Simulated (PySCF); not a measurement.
ethenyl(silyloxy)silane (C2H8OSi2), SMILES C(=C)[SiH2]O[SiH3]. Geometry optimised at ωB97X-D3(BJ)/def2-SVP. One conformer was computed; it need not be the lowest.

Computed equilibrium geometry at ωB97X-D3(BJ)/def2-SVP (PySCF confirms it by a frequency run) as Cartesian coordinates in Å, and its point group (one conformer of several):
point group Cs.
```xyz
13

C     -1.2873    -2.2823     0.0000
C      0.0498    -2.2357     0.0000
Si     0.9721    -0.6182     0.0000
O     -0.1611     0.5985     0.0000
Si    -0.3127     2.2494     0.0000
H     -1.8846    -1.3630     0.0000
H     -1.8390    -3.2301     0.0000
H      0.6113    -3.1801     0.0000
H      1.8435    -0.4953     1.2069
H      1.8435    -0.4953    -1.2069
H      0.3342     2.8295     1.2131
H      0.3342     2.8295    -1.2131
H     -1.7610     2.5887     0.0000
```
Charge 0, spin multiplicity 1.
